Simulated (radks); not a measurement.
Results of a calculation; reference values are marked as such.
All-electron atom: Cl I in [Ne] 3s1 3p5 3d1 (not the ground configuration). Code: a radial shooting solver on a logarithmic mesh with Libxc functionals. Model: non-relativistic Kohn-Sham, PBE, spin-unpolarised, spherical densities, point nucleus.

Normalised radial functions P(r) = r R(r), r in bohr:

| r | 2p |
|---|---|
| 0.005289 | 0.0042 |
| 0.007055 | 0.0073 |
| 0.009485 | 0.0129 |
| 0.01265 | 0.0223 |
| 0.01701 | 0.0389 |
| 0.02269 | 0.0661 |
| 0.0305 | 0.1120 |
| 0.04068 | 0.1832 |
| 0.05469 | 0.2958 |
| 0.07295 | 0.4551 |
| 0.09807 | 0.6768 |
| 0.1308 | 0.9400 |
| 0.1759 | 1.2223 |
| 0.2346 | 1.4398 |
| 0.3154 | 1.5120 |
| 0.4206 | 1.3719 |
| 0.5655 | 1.0309 |
| 0.7542 | 0.6220 |
| 1.014 | 0.2761 |
| 1.353 | 0.0873 |
| 1.804 | 0.0173 |
| 2.425 | 0.0017 |
| 3.235 | 0.0001 |
| 4.349 | 0.0000 |
| 5.801 | 0.0000 |
| 7.799 | 0.0000 |
| 10.4 | 0.0000 |
| 13.98 | 0.0000 |
| 18.65 | 0.0000 |
| 25.08 | 0.0000 |

2p: eigenvalue -200.67 eV, 0 radial nodes, <r> = 0.407 bohr, 90 % of the charge inside 0.676 bohr.
